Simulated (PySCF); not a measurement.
BFH2OSe, SMILES [SeH]B(F)O. Geometry optimised at r2SCAN-D4/def2-SVP. One conformer was computed; it need not be the lowest.

Level of theory: PySCF with r2SCAN-D4/def2-SVP.

Harmonic wavenumbers (cm⁻¹): 258, 314, 333, 469, 591, 595, 725, 982, 1253, 1437, 2455, 3825. Rotational constants (GHz): 9.935, 2.703, 2.125; symmetry number 1.

Problem. Work out the zero-point energy and the ideal-gas rigid-rotor harmonic-oscillator thermochemistry at 298.15 K and 1 atm.

Solution. ZPE = ½ Σ hcν = ½ × 13237 cm⁻¹ = 18.92 kcal/mol. H − E(el) = 22.55 kcal/mol. Entropy in cal/(mol K): translation 40.43, rotation 26.13, vibration 6.35, total 72.91. G − E(el) = 0.81 kcal/mol. Cp = 17.81 cal/(mol K).
